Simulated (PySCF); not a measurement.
Two species compared at the same levels of theory.

First species: Difluoroacetylene, C2F2.
InChI=1S/C2F2/c3-1-2-4

Second species: C7H11Cl.
Z-matrix (Å and degrees, GFN2-xTB geometry), rows numbered from 1:
```
C 
C   1  1.4980
C   2  1.3252  1  122.79
C   3  1.5006  2  124.51  1   179.91
C   4  1.5201  3  110.80  2   -15.55
Cl  5  1.7933  4  109.66  3   168.58
C   5  1.5190  4  110.26  3    47.16
C   2  1.5046  1  115.31  3   179.31
H   1  1.0895  2  110.16  3  -125.01
H   1  1.0865  2  111.21  3    -4.26
H   1  1.0900  2  110.19  3   116.33
H   3  1.0811  2  120.23  1    -1.24
H   4  1.0952  3  109.19  2   105.08
H   4  1.0926  3  109.90  2  -137.66
H   5  1.0932  4  110.63  3   -75.12
H   7  1.0910  5  110.50  4   173.73
H   7  1.0917  5  109.08  4    54.85
H   8  1.0953  2  108.82  1   -75.50
H   8  1.0924  2  109.59  1    41.23
```

Levels: PBE0/def2-SVPD for HOMO energy, LUMO energy, HOMO–LUMO gap and static isotropic polarisability; TDDFT PBE0/def2-SVPD for lowest singlet excitation; TDA PBE0/def2-SVPD for lowest triplet excitation (Tamm–Dancoff). Geometries: GFN2-xTB. Each structure is a single optimised conformer of the isolated species, non-relativistic unless stated. Electronic properties by PySCF.

Values for the first species:

- HOMO energy: -8.35 eV
- LUMO energy: -0.44 eV
- HOMO–LUMO gap: 7.91 eV
- Lowest singlet excitation: 5.94 eV
- Lowest triplet excitation (Tamm–Dancoff): 4.86 eV
- Static isotropic polarisability: 23.9 au

(1) Estimate the same properties for the second species, and the change in each.

## Answers

(1) 
```csv
property,first,second,second less first
HOMO energy,-8.35 eV,-7.02 eV,+1.33 eV
LUMO energy,-0.44 eV,0.28 eV,+0.72 eV
HOMO–LUMO gap,7.91 eV,7.30 eV,-0.61 eV
lowest singlet excitation,5.94 eV,6.26 eV,+0.32 eV
lowest triplet excitation (Tamm–Dancoff),4.86 eV,4.36 eV,-0.50 eV
static isotropic polarisability,23.9 au,95.0 au,+71.1 au
```

On the first: In wavenumbers S1 is 47900 cm⁻¹ (1 eV = 8065.54 cm⁻¹). The vertical singlet–triplet gap S1 − T1 is 1.08 eV (TDDFT singlet less Tamm–Dancoff triplet; S1: HOMO→LUMO, weight 0.95; T1: HOMO−1→LUMO, weight 0.82).

On the second: The principal polarisabilities are 72.8, 92.5 and 119.7 au; their mean is the isotropic value. No computed singlet falls in the visible range (750 to 380 nm, 1.65 to 3.26 eV); S1 lies 3.00 eV above its blue end.
